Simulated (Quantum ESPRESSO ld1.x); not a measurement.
The numbers below are computed, except where a source is named.
These are the eigenvalues of the occupied orbitals of an atom or ion with whole-number occupations (hartree). Code: ld1.x of Quantum ESPRESSO 7.5. Model: Dirac Kohn-Sham, BLYP, spin-unpolarised, spherical densities, point nucleus.

| orbital | eigenvalue |
|---|---|
| 1s1/2 | -1266.6376 |
| 2s1/2 | -200.5549 |
| 2p1/2 | -188.6917 |
| 2p3/2 | -176.7531 |
| 3s1/2 | -44.2805 |
| 3p1/2 | -39.3488 |
| 3p3/2 | -37.0801 |
| 3d3/2 | -28.3985 |
| 3d5/2 | -27.9188 |
| 4s1/2 | -11.2751 |
| 4p1/2 | -9.5208 |
| 4p3/2 | -9.0604 |
| 4d3/2 | -6.2027 |
| 4d5/2 | -6.1258 |

Which element is it, and in what charge state? The configuration may be excited. Open shells, if any, are shared by 2j + 1.

Answer. Z = 54, xenon, charge +8: Xe8+ in [Kr] 4d10. The list shows which subshells hold electrons but not how many an open one holds; the 1s level, -1266.6 hartree, gives Z - s = 50.3 by -(Z - s)^2/2, which with screening and relativity narrows Z to a few neighbours, and the depths of the outer levels then fix element, charge and occupations together.
